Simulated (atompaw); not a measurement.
**How hard is this S PAW (atompaw) potential?**

sulfur, PAW, made with atompaw 4.2.0.5 (PBE, non-relativistic). Core [Ne], reference 3s2 3p4. Waves: 3s (bound): rc 1.25 bohr; 3s channel at -0.9 Ry: rc 1.25 bohr; 3p (bound): rc 1.55 bohr; 3p channel at 1.85 Ry: rc 1.55 bohr. Local part: ultrasoft scheme with l = 2 at 0 Ry, radius 1.50 bohr. Core correction: smooth core density matched at 1.20 bohr. Augmentation charge: sinc compensation charge, radius 1.50 bohr; PAW radius 1.55 bohr; waves and projectors: custom polynom gramschmidtortho.

The pseudo-atom Hamiltonian at the reference potential is diagonalised in spherical Bessel functions j_l(qr) that vanish at 20 bohr, with q² up to the cutoff. All-electron valence levels (Ry): 3s -1.2600, 3p -0.5161.

How do the lowest levels (Ry) of each channel move with the cutoff, and are there ghosts?

```json
{"cutoff (Ry)": "8", "s #1": "-1.0548", "s #2": "-0.0165", "p #1": "-0.4967", "p #2": "0.0313", "d #1": "0.0704", "d #2": "0.1557", "f #1": "0.1171", "Σ f·Δε (mRy)": "487.9"}
{"cutoff (Ry)": "12", "s #1": "-1.1364", "s #2": "-0.0203", "p #1": "-0.5143", "p #2": "0.0307", "d #1": "0.0702", "d #2": "0.1544", "f #1": "0.1171", "Σ f·Δε (mRy)": "254.3"}
{"cutoff (Ry)": "21", "s #1": "-1.2341", "s #2": "-0.0250", "p #1": "-0.5155", "p #2": "0.0307", "d #1": "0.0701", "d #2": "0.1531", "f #1": "0.1171", "Σ f·Δε (mRy)": "54.1"}
{"cutoff (Ry)": "30", "s #1": "-1.2561", "s #2": "-0.0261", "p #1": "-0.5160", "p #2": "0.0307", "d #1": "0.0700", "d #2": "0.1527", "f #1": "0.1171", "Σ f·Δε (mRy)": "8.3"}
{"cutoff (Ry)": "45", "s #1": "-1.2596", "s #2": "-0.0263", "p #1": "-0.5160", "p #2": "0.0306", "d #1": "0.0700", "d #2": "0.1526", "f #1": "0.1171", "Σ f·Δε (mRy)": "1.0"}
{"cutoff (Ry)": "55", "s #1": "-1.2597", "s #2": "-0.0263", "p #1": "-0.5160", "p #2": "0.0306", "d #1": "0.0700", "d #2": "0.1526", "f #1": "0.1171", "Σ f·Δε (mRy)": "0.6"}
{"cutoff (Ry)": "400", "s #1": "-1.2600", "s #2": "-0.0263", "p #1": "-0.5161", "p #2": "0.0306", "d #1": "0.0700", "d #2": "0.1526", "f #1": "0.1171", "Σ f·Δε (mRy)": "0.0"}
```

Result: no extra level below or beside the all-electron valence levels (s, p, d, f tested); 10 mRy is reached at 30 Ry and 1 mRy at 45 Ry.
